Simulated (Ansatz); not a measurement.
Basis-set extrapolation for BH7SSi2 (PBE0-D4/def2-TZVP geometry, frozen core, the Gaussian-basis code of Ansatz). Multiplicity 1, RHF reference.

```tsv
	def2-TZVPP	def2-QZVPP
HF	-1004.192085	-1004.222569
MP2 correlation	-0.568656	-0.610990
CCSD(T) correlation	-0.656245	not run
```

Energies in hartree. Use E(X) = E(∞) + A·exp(−7.88·√X) for Hartree–Fock and E(X) = E(∞) + B·X^(−2.97) for correlation, with X = 3 and 4, and add CCSD(T) minus MP2 of the smaller set to the MP2 limit.

What is the CCSD(T) energy at the basis-set limit?

HF limit: -1004.222569 + (-0.030484) × 0.13774 = -1004.22677. MP2 limit: -0.610990 + (-0.042334) × 0.74074 = -0.64235. Higher-order term: -0.656245 − (-0.568656) = -0.08759. Total: -1004.95671 hartree, 2.95 eV below CCSD(T)/def2-TZVPP.
